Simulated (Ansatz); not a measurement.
Computed with Ansatz on PBE0-D4/def2-TZVP structures; ΔE is electronic, products minus reactants. CCSD(T)/CBS adds triple-zeta CCSD(T) − MP2 to the extrapolated MP2 energy (def2 sets, frozen cores). This one scheme is used for every species. Functionals use def2-TZVPP. B3LYP here is the variant with VWN-RPA as its local correlation; programs differ in this. HSE06 is defined as in plane-wave codes. Each species was taken in one conformer, which may not be the lowest.

Reaction (formal exchange of groups at a B–C bond): `BCCCl` + `C=C` → `BC=C` + `CCCl`

`BCCCl`:

Z-matrix (Å, degrees):
```
C
C 1 1.511
B 1 1.555 2 116.8
H 1 1.107 2 108.6 3 -116.2
H 1 1.095 2 110.8 3 130.0
Cl 2 1.790 1 110.4 3 -65.6
H 2 1.089 1 113.1 3 175.7
H 2 1.090 1 111.6 3 52.3
H 3 1.197 1 119.9 2 167.0
H 3 1.197 1 120.9 2 -17.2
```

`C=C`:

Z-matrix (Å, degrees):
```
C
C 1 1.323
H 1 1.085 2 121.7
H 1 1.085 2 121.7 3 -180.0
H 2 1.085 1 121.7 3 -0.0
H 2 1.085 1 121.7 3 -180.0
```

`BC=C`:

Z-matrix (Å, degrees):
```
B
C 1 1.534
H 1 1.197 2 122.0
H 1 1.199 2 118.7 3 180.0
C 2 1.339 1 120.5 3 180.0
H 2 1.089 1 121.7 3 -0.0
H 5 1.086 2 120.6 1 0.0
H 5 1.087 2 123.0 1 -180.0
```

`CCCl`:

Z-matrix (Å, degrees):
```
C
C 1 1.507
H 1 1.091 2 111.0
H 1 1.094 2 109.6 3 119.7
H 1 1.091 2 111.0 3 -120.6
Cl 2 1.788 1 111.4 3 60.3
H 2 1.089 1 111.9 3 179.1
H 2 1.089 1 111.9 3 -58.5
```

| level | ΔE (kJ/mol) | difference from CCSD(T)/CBS |
| --- | --- | --- |
| LDA (SPW92) | -25.4 | -0.4 |
| PBE-D4 | -27.5 | -2.5 |
| revPBE-D4 | -27.3 | -2.3 |
| BLYP-D4 | -28.7 | -3.7 |
| r2SCAN-D4 | -27.2 | -2.2 |
| B97M-V | -28.8 | -3.8 |
| PBE0-D4 | -26.6 | -1.6 |
| B3LYP-D4 | -28.0 | -3.0 |
| r2SCANh-D4 | -26.9 | -1.9 |
| HSE06-D4 | -26.9 | -1.9 |
| BHLYP-D4 | -27.4 | -2.4 |
| CAM-B3LYP-D4 | -25.8 | -0.8 |
| ωB97X-V | -24.0 | 1.0 |
| ωB97M-V | -23.9 | 1.1 |
| B2PLYP | -29.1 | -4.1 |
| PBE-QIDH | -26.9 | -1.9 |
| PBE | -28.9 | -3.9 |
| revPBE | -30.0 | -5.0 |
| BLYP | -31.5 | -6.5 |
| r2SCAN | -27.6 | -2.6 |
| PBE0 | -27.9 | -2.9 |
| B3LYP | -30.2 | -5.2 |
| r2SCAN0 | -27.0 | -2.0 |
| HSE06 | -28.1 | -3.1 |
| BHLYP | -29.3 | -4.3 |
| CAM-B3LYP | -27.2 | -2.2 |
| LC-ωPBE | -22.4 | 2.6 |
| RPA@PBE/def2-TZVPP | -27.4 | -2.4 |
| HF/def2-SVP | -27.7 | -2.7 |
| MP2/def2-SVP | -27.2 | -2.2 |
| CCSD/def2-SVP | -24.0 | 1.0 |
| HF/def2-TZVPP | -29.3 | -4.3 |
| SCS-MP2/def2-TZVPP | -27.1 | -2.1 |
| CCSD/def2-TZVPP | -24.5 | 0.5 |
| CCSD(T)/def2-TZVPP | -25.3 | -0.3 |
| HF/def2-QZVPP | -29.5 | -4.5 |
| MP2/def2-QZVPP | -26.7 | -1.7 |
| SCS-MP2/def2-QZVPP | -27.1 | -2.1 |
| MP2/CBS(def2) | -26.6 | -1.6 |
| CCSD/CBS(def2) | -24.3 | 0.7 |
| CCSD(T)/CBS | -25.0 | 0 |

Largest T1 diagnostic among the species: 0.011.

Leaving LDA and LC-ωPBE aside and taking each functional with its dispersion term where it has one, the values spread over 5.2 kJ/mol, from B2PLYP to ωB97M-V. LDA lies +3.5 kJ/mol from PBE without D4.
